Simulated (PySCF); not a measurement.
Compound: C5H8FN.
Cartesian coordinates in Å at the GFN2-xTB level; atoms count from 1:
```
atom  x, y, z in Å
F1     2.4103   -1.1984    0.2146
C2     1.7715   -0.0046   -0.0199
C3     0.3973    0.0014    0.6441
C4    -0.2770    1.3387    0.4418
N5    -1.3276    1.3346   -0.2449
C6    -1.6447   -0.0037   -0.6746
C7    -0.6071   -0.9529   -0.0258
H8     1.6898    0.1031   -1.1067
H9     2.4169    0.7817    0.3862
H10    0.5322   -0.2126    1.7083
H11    0.1202    2.2547    0.8487
H12   -1.6119   -0.0220   -1.7669
H13   -2.6690   -0.2294   -0.3727
H14   -0.1224   -1.5861   -0.7662
H15   -1.0829   -1.5965    0.7119
```

Vertical excitations from PySCF (density fitting, frozen core in the response, grid level 2 and gas phase unless stated; continuum runs use non-equilibrium linear response for the excitations) on a GFN2-xTB geometry. Reference run:

```json
{"settings": "PBE0/def2-SVPD, full TDDFT, 6 singlets", "S1, eV (f)": "5.30 (0.002)", "S2, eV (f)": "7.11 (0.007)", "S3, eV (f)": "7.14 (0.155)", "S4, eV (f)": "7.77 (0.000)", "S5, eV (f)": "7.85 (0.005)", "S6, eV (f)": "7.88 (0.001)", "T1, eV (Tamm–Dancoff)": "4.42", "mean α (au)": "63.5"}
```

Q: What do these settings give: HCTH407/def2-SVPD, TDA, 25 singlets?

A: 
```
                           settings    S1, eV (f)    S2, eV (f)    S3, eV (f)    S4, eV (f)    S5, eV (f)    S6, eV (f)  T1, eV (Tamm–Dancoff)  mean α (au)
HCTH407/def2-SVPD, TDA, 25 singlets  5.14 (0.002)  5.92 (0.016)  6.47 (0.070)  6.51 (0.012)  6.63 (0.013)  6.69 (0.004)                   4.33         65.7
```

S1 moves by -0.16 eV; functional and response scheme change together, so the shift can't be laid on one. States are counted by energy in each run and needn't keep their character from row to row.

Q: Which orbital pairs make up S1 in each run, and how does it sit against the orbital gap?

A: 
| settings | S1 configurations (weight) | S1 (eV) | orbital gap (eV) | S1 − gap (eV) |
| --- | --- | --- | --- | --- |
| PBE0/def2-SVPD, full TDDFT, 6 singlets | H→L 0.99 | 5.30 | 7.30 | -2.00 |
| HCTH407/def2-SVPD, TDA, 25 singlets | H→L 0.99 | 5.14 | 4.73 | +0.41 |

One conformer stands for the species.
